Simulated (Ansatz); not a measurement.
```xyz
10

B    -1.417   -1.305    0.539
C    -0.343   -0.261    0.171
C     0.578   -0.285   -0.826
Si    1.084    1.351   -0.151
O    -0.187    0.936    0.892
H    -2.159   -1.132    1.456
H    -1.477   -2.292   -0.129
H     0.724   -1.064   -1.557
H     0.810    2.576   -0.941
H     2.388    1.476    0.544
```

Charge 0, multiplicity 1.

**Question.** List the B3LYP/def2-TZVPP orbital energies in eV (Ansatz). (Best estimate.)

**Answer.** Ansatz gave: Occupied: -1799.90, -520.71, -278.52, -277.05, -183.90, -144.35, -99.70, -99.65, -99.63, -28.41, -20.63, -16.68, -14.23, -13.94, -12.33, -11.66, -11.42, -9.65, -9.47, -9.38, -8.47, -7.11. Lowest empty: -2.75, -0.56, 0.74, 0.80, 1.47, 1.75, 2.19, 2.63.

B3LYP here is the variant with VWN-RPA as its local correlation; programs differ in this.
